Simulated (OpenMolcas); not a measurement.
## What dynamic correlation does to the levels of O2+

* Program: OpenMolcas
* Basis: ANO-RCC-VQZP [5s4p3d2f1g]
* Scalar Hamiltonian: DKH2, point nucleus
* Active space: 4 electrons in 4 orbitals (2s 2p)
* State averaging: 2S+1 = 3 even, 6 roots; 2S+1 = 1 even, 11 roots; 2S+1 = 5 odd, 1 root; 2S+1 = 3 odd, 9 roots; 2S+1 = 1 odd, 8 roots
* Spin-orbit coupling: RASSI with atomic mean-field integrals over the reference wave functions, term energies averaged over their components

Methods on the same reference wave functions:
A. CASSCF
B. SS-CASPT2, IPEA 0.25 Eh, imaginary shift 0.1 Eh (closed shells correlated: 1s)
C. MS-CASPT2, IPEA 0.25 Eh, imaginary shift 0.1 Eh (closed shells correlated: 1s)

Energies in eV above 2s2 2p2 3P0, the measured ground level; measured values from Moore, Selected Tables of Atomic Spectra, NSRDS-NBS 3, section 11.

```
       Level        A       B       C  Measured
 2s2 2p2 3P0   0.0000  0.0000  0.0000    0.0000
 2s2 2p2 3P1   0.0129  0.0128  0.0129    0.0140
 2s2 2p2 3P2   0.0379  0.0379  0.0381          
 2s2 2p2 1D2   2.8114   2.507   2.508    2.5136
 2s2 2p2 1S0   5.0284   5.260   5.262    5.3543
2s 2p3 5S* 2   6.0170   7.189   7.192    7.4793
2s 2p3 3D* 2  15.2587  14.637  14.639          
2s 2p3 3D* 1  15.2587  14.637  14.639          
2s 2p3 3D* 3  15.2589  14.637  14.639          
2s 2p3 3P* 0  18.0182  17.549  17.552          
2s 2p3 3P* 1  18.0183  17.549  17.552          
2s 2p3 3P* 2  18.0184  17.550  17.552          
2s 2p3 1D* 2  25.1038  23.307  23.310   23.1917
2s 2p3 3S* 1  26.0132  24.606  24.608   24.4358
2s 2p3 1P* 1  27.8282  26.172  26.174   26.0939
```

Deviations, from unrounded energies. A percentage is the sum of absolute deviations over the sum of measured energies, with the sign that they share, or ± where signs differ.

```
                        Against measurement  Levels     A     B     C
             mean absolute deviation (cm-1)       7  8400   870   870
      fine structure of the ground term (%)       1  -8.4  -8.4  -8.1
other terms of the ground configuration (%)       2  ±7.9  -1.3  -1.2
                   other configurations (%)       4  ±8.2  ±0.8  ±0.8
```

B, C lie about equally close to measurement and A furthest from it. The largest miss of B in the table is 2s 2p3 5S* 2, by -2300 cm-1. The ranking rests on the paired levels alone, and a cruder setting can come out closer through cancelling errors.

Between B and C the level of the table that moves most is 2s 2p3 3S* 1, by 19 cm-1 (lowest in B, highest in C). Moves below CASPT2's spread within the term are not significant.

The two smallest mean deviations differ by little beside CASPT2's spread within terms, so their order carries little weight.

From A to B the spin-free energies of the other terms of 2s2 2p2 shown, above 3P, scale by factors of 0.89 to 1.05.

The lowest spin-free term lies below A's lowest term by 0.088 hartree in B, 0.088 hartree in C.

Term energies are means over components that CASPT2 splits; among the terms shown or strongly mixed into the levels shown the widest spread is 510 cm-1 (2s 2p3 3D*, C). Computed and measured levels are paired by configuration, term and J; levels that our copy of the source lacks, or whose pairing is in doubt (as where it misses far off the trend of its configuration), stay unpaired and out of the deviations. Levels of configurations outside the active space are missing. The table leaves out levels that lie high or whose names do not pair safely across all columns.

* marks odd parity.
